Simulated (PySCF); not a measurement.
AlH3, SMILES [AlH3].

The structure is a stationary point at PBE-D3(BJ)/def2-TZVPD. The isomer is the one that the SMILES or the coordinates give; other isomers of the formula were not compared.

Computed with PBE-D3(BJ)/def2-TZVPD in PySCF.

Frequencies are harmonic and unscaled.

Modes within 1.5 cm⁻¹ of each other (mostly degenerate sets) share a row, with their intensities summed.

Computed vibrational spectrum:
| mode | ν (cm⁻¹) | IR (km/mol) | moving atoms (share of kinetic energy) |
|---|---|---|---|
| 1 | 681 | 286.2 | H 90 %, Al 10 % |
| 2–3 | 764 | 381.6 | H 95 % |
| 4 | 1867 | 0.0 | H 100 % |
| 5–6 | 1882 | 482.1 | H 95 % |
